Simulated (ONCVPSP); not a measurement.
# Varying the ONCV potential for O (Z = 8)

Base potential:

| Property | Result |
| --- | --- |
| Element | oxygen |
| Generator | ONCVPSP 4.0.1 |
| Type | optimised norm-conserving Vanderbilt (ONCV) |
| Functional | PW91 |
| Relativity | non-relativistic |
| Frozen core | [He] |
| Valence charge | 6 |
| Reference configuration | 2s1.75 2p4.25 |
| Partial waves | 2s: rc 0.70 bohr, ncon 4, nbas 8, qcut 8 1/bohr, 2 projectors, debl 3.6 Ha; 2p: rc 1.10 bohr, ncon 4, nbas 7, qcut 13.5 1/bohr, 1 projector |
| Local potential | polynomial inside 0.65 bohr (lpopt 5, dvloc0 4 Ha) |
| Core correction | polynomial model core, fcfact 0.55 |

All-electron outer shells of the reference configuration (PW91, non-relativistic, ld1.x):

```json
{"shell": "1s", "level (eV)": "-514.83", "outermost node (bohr)": "–", "outermost maximum (bohr)": "0.13"}
{"shell": "2s", "level (eV)": "-24.08", "outermost node (bohr)": "0.28", "outermost maximum (bohr)": "0.87"}
{"shell": "2p", "level (eV)": "-9.22", "outermost node (bohr)": "–", "outermost maximum (bohr)": "0.82"}
```

Cutoffs, loose and tight: the cutoffs (Ha) at which the residual kinetic energy of the hardest occupied pseudo-wave falls to 1 and 0.1 mHa per electron. They do not see the model core or the augmentation charge, which bear on the density cutoff. Test errors are all-electron minus pseudo excitation energies from the reference, over the configurations 2s2 2p4; 2s2 2p3; 2s2 2p2; 2s1 2p5. A dash means not determined; rows that change the core or the reference have their own tests.

```json
{"change": "base", "outcome": "generated", "cutoff, loose": "68 Ha", "cutoff, tight": "259 Ha", "bound ghosts": "none", "GHOST(+) flags above zero": "none", "largest test error (meV)": "+29"}
{"change": "s: qcut 6.2; p: qcut 10.5", "outcome": "generated", "cutoff, loose": "187 Ha", "cutoff, tight": "336 Ha", "bound ghosts": "none", "GHOST(+) flags above zero": "s", "largest test error (meV)": "+56"}
{"change": "s: qcut 7.3; p: qcut 12.2", "outcome": "generated", "cutoff, loose": "90 Ha", "cutoff, tight": "305 Ha", "bound ghosts": "none", "GHOST(+) flags above zero": "none", "largest test error (meV)": "+39"}
{"change": "s: qcut 7.9; p: qcut 13.4", "outcome": "generated", "cutoff, loose": "71 Ha", "cutoff, tight": "270 Ha", "bound ghosts": "none", "GHOST(+) flags above zero": "none", "largest test error (meV)": "+30"}
{"change": "s: qcut 8.8; p: qcut 14.9", "outcome": "generated", "cutoff, loose": "58 Ha", "cutoff, tight": "136 Ha", "bound ghosts": "none", "GHOST(+) flags above zero": "none", "largest test error (meV)": "+20"}
{"change": "s: qcut 9.8; p: qcut 16.6", "outcome": "generated", "cutoff, loose": "61 Ha", "cutoff, tight": "76 Ha", "bound ghosts": "none", "GHOST(+) flags above zero": "none", "largest test error (meV)": "+16"}
{"change": "s: qcut 10.7; p: qcut 18.1", "outcome": "generated", "cutoff, loose": "63 Ha", "cutoff, tight": "78 Ha", "bound ghosts": "none", "GHOST(+) flags above zero": "none", "largest test error (meV)": "+12"}
{"change": "s: qcut 11.4; p: qcut 19.3", "outcome": "generated", "cutoff, loose": "61 Ha", "cutoff, tight": "76 Ha", "bound ghosts": "none", "GHOST(+) flags above zero": "none", "largest test error (meV)": "+14"}
```

Q: What comes out with this change to the base: s: qcut 5.1; p: qcut 8.5?

A: outcome: generated; cutoff, loose: 278 Ha; cutoff, tight: 350 Ha; bound ghosts: none; GHOST(+) flags above zero: s; largest test error (meV): +87.
